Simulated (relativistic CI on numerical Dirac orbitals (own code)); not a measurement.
Computed by Dirac-Coulomb-Breit CI, separate exchange-only KLI orbitals for each configuration, QED by a radiative potential, unscaled Slater integrals (own radial code, finite nucleus).

The strongest absorption lines from the ground level of an ion, among the configurations computed and to levels below about 12400 eV (vacuum wavelength in nm, gf): 0.10077 (0.11), 0.10182 (0.063), 0.12076 (0.00024), 0.13155 (0.38), 0.13425 (0.0031), 0.13596 (0.26), 0.99833 (0.23), 6.8811 (0.009).

Which ion is it?
A. Pt74+
B. Ce54+
C. Ta69+
D. Er64+

D. Er64+ has 4 electrons and the ground level 2s² ¹S0; the strongest line goes to 2s3p ¹P°1. The pattern of lines fixes the number of electrons, and along that sequence the line energies rise steadily with the charge (about as its square where n changes within one kind of shell, about linearly where n is kept but much faster in heavy ions where fine structure, which grows about as Z⁴, sets the gap, and irregularly where shells cross), which fixes Z. Configurations outside the model, such as inner-shell arrays, can give stronger lines. At this charge energies of transitions that change n are usually good to better than 1 %, and those within a shell (Δn = 0) to a few per cent.

LS names give the leading component of a level, which can be under half, so a name can repeat, a term be missing and a line seem to break the LS rules.
